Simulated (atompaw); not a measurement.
## Scattering properties, PAW (atompaw) potential for nickel (Ni)

```json
{"Element": "Ni", "Generator": "atompaw 4.2.0.5", "Type": "PAW", "Functional": "PBE", "Relativity": "scalar-relativistic", "Frozen core": "[Ne]", "Valence charge": "18", "Reference configuration": "3s2 3p6 3d8 4s1 4p1", "Partial waves": "3s (bound): rc 1.25 bohr; 4s (bound): rc 1.20 bohr; 3p (bound): rc 1.05 bohr; 4p (bound): rc 1.70 bohr; 3d (bound): rc 1.70 bohr; 3d channel at -0.5 Ry: rc 1.70 bohr", "Local potential": "ultrasoft scheme with l = 3 at -0.5 Ry, radius 1.45 bohr", "Core correction": "smooth core density matched at 1.60 bohr", "Augmentation charge": "sinc compensation charge, radius 1.35 bohr; PAW radius 1.70 bohr; waves and projectors: custom polynom gramschmidtortho"}
```

The phase is arctan(r·u′/u) with u = r·R(r), unwrapped; energies in Ry, scanned from -10 to 5 Ry. A pole is an energy at which the radial function vanishes at the test radius. The pseudo phase is shifted by a multiple of π to meet the all-electron one at the reference energy, and phase errors are pseudo minus all-electron; the curves can meet again beyond the range given. Levels narrower than the energy grid can be missing from the lists of poles.

```csv
channel,radius (bohr),reference energy (Ry),"poles, all-electron","poles, pseudo",unbroken range about the reference energy with phases within 0.05 rad,phase error 1 Ry above the reference energy (rad)
s,1.71,-0.51,-8.17,-8.17,the whole range,-0.001
p,1.71,-0.16,-5.16,-5.16,the whole range,-0.001
d,1.71,-0.79,-0.20,-0.20,below 3.5,+0.000
```

Phases in the p channel:

```json
{"E (Ry)": "-10.00", "all-electron": "1.366", "pseudo": "1.366"}
{"E (Ry)": "-9.52", "all-electron": "1.359", "pseudo": "1.358"}
{"E (Ry)": "-9.04", "all-electron": "1.350", "pseudo": "1.350"}
{"E (Ry)": "-8.56", "all-electron": "1.340", "pseudo": "1.340"}
{"E (Ry)": "-8.08", "all-electron": "1.328", "pseudo": "1.327"}
{"E (Ry)": "-7.60", "all-electron": "1.312", "pseudo": "1.312"}
{"E (Ry)": "-7.12", "all-electron": "1.289", "pseudo": "1.289"}
{"E (Ry)": "-6.64", "all-electron": "1.252", "pseudo": "1.251"}
{"E (Ry)": "-6.16", "all-electron": "1.164", "pseudo": "1.163"}
{"E (Ry)": "-5.68", "all-electron": "0.535", "pseudo": "0.533"}
{"E (Ry)": "-5.20", "all-electron": "-1.548", "pseudo": "-1.548"}
{"E (Ry)": "-4.72", "all-electron": "-1.708", "pseudo": "-1.708"}
{"E (Ry)": "-4.24", "all-electron": "-1.764", "pseudo": "-1.764"}
{"E (Ry)": "-3.76", "all-electron": "-1.799", "pseudo": "-1.800"}
{"E (Ry)": "-3.28", "all-electron": "-1.828", "pseudo": "-1.829"}
{"E (Ry)": "-2.80", "all-electron": "-1.856", "pseudo": "-1.856"}
{"E (Ry)": "-2.32", "all-electron": "-1.885", "pseudo": "-1.886"}
{"E (Ry)": "-1.84", "all-electron": "-1.919", "pseudo": "-1.919"}
{"E (Ry)": "-1.36", "all-electron": "-1.958", "pseudo": "-1.958"}
{"E (Ry)": "-0.88", "all-electron": "-2.007", "pseudo": "-2.007"}
{"E (Ry)": "-0.40", "all-electron": "-2.070", "pseudo": "-2.070"}
{"E (Ry)": "0.08", "all-electron": "-2.156", "pseudo": "-2.156"}
{"E (Ry)": "0.56", "all-electron": "-2.279", "pseudo": "-2.279"}
{"E (Ry)": "1.04", "all-electron": "-2.464", "pseudo": "-2.466"}
{"E (Ry)": "1.52", "all-electron": "-2.749", "pseudo": "-2.754"}
{"E (Ry)": "2.00", "all-electron": "-3.153", "pseudo": "-3.164"}
{"E (Ry)": "2.48", "all-electron": "-3.589", "pseudo": "-3.605"}
{"E (Ry)": "2.96", "all-electron": "-3.928", "pseudo": "-3.945"}
{"E (Ry)": "3.44", "all-electron": "-4.152", "pseudo": "-4.168"}
{"E (Ry)": "3.92", "all-electron": "-4.299", "pseudo": "-4.313"}
{"E (Ry)": "4.40", "all-electron": "-4.398", "pseudo": "-4.412"}
{"E (Ry)": "4.88", "all-electron": "-4.470", "pseudo": "-4.483"}
```
